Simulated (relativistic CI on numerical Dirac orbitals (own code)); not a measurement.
**Hyperfine structure of V XVII, mass number 50**

Method of calculation: Dirac-Coulomb-Breit CI, KLI orbitals optimised for each configuration, QED by a radiative potential, unscaled Slater integrals (own radial code, finite nucleus).

CI space (outside the closed core 1s2): 2s2 2p3, 2s 2p4, 2p5, 2p4 3s, 2p4 3p, 2p4 3d, 2s2 2p2 3s, 2s2 2p2 3p, 2s2 2p2 3d, 2s 2p3 3s, 2s 2p3 3p, 2s 2p3 3d, 2s2 2p2 4s, 2s2 2p2 4p, 2s2 2p2 4d, 2s2 2p2 4f. Levels of other configurations are missing.

Nuclear spin I = 6, μ = 3.3442 μN, Q = 0.21 b (tables of Stone and Pyykkö). The electronic factors are computed for point nuclear moments, without core polarisation or the Bohr-Weisskopf and QED corrections.

```json
{"Level": "2s2 2p3 2D°_3/2", "E (cm⁻¹)": "124785", "A (MHz)": "10270", "B (MHz)": "6990"}
{"Level": "2s2 2p3 2D°_5/2", "E (cm⁻¹)": "144406", "A (MHz)": "18930", "B (MHz)": "-43.7"}
{"Level": "2s2 2p3 2P°_1/2", "E (cm⁻¹)": "214064", "A (MHz)": "52890", "B (MHz)": ""}
{"Level": "2s2 2p3 2P°_3/2", "E (cm⁻¹)": "243222", "A (MHz)": "10950", "B (MHz)": "-7330"}
{"Level": "2s 2p4 4P_5/2", "E (cm⁻¹)": "628909", "A (MHz)": "43640", "B (MHz)": "6850"}
{"Level": "2s 2p4 4P_3/2", "E (cm⁻¹)": "667441", "A (MHz)": "38780", "B (MHz)": "-5600"}
{"Level": "2s 2p4 4P_1/2", "E (cm⁻¹)": "682991", "A (MHz)": "88150", "B (MHz)": ""}
{"Level": "2s 2p4 2D_3/2", "E (cm⁻¹)": "876853", "A (MHz)": "-12850", "B (MHz)": "-9540"}
```

Levels with J = 0, under 50 % of one LS term, or S terms without an open s electron are left out. Small factors come from cancelling terms and can be off by tens of per cent or more.

At this charge energies of transitions that change n are usually good to better than 1 %, and those within a shell (Δn = 0) to a few per cent.

(1) Give the hyperfine levels of 2s2 2p3 2D°_5/2 relative to its centre of gravity.

## Answers

(1) With K = F(F + 1) − I(I + 1) − J(J + 1), E = AK/2 + B[¾K(K + 1) − I(I + 1)J(J + 1)]/[2I(2I − 1)J(2J − 1)]: F = 7/2: -331300, F = 9/2: -246100, F = 11/2: -142000, F = 13/2: -18920, F = 15/2: 123000, F = 17/2: 283900 MHz.

LS names give the leading component of a level, which can be under half, so a name can repeat, a term be missing and a line seem to break the LS rules.
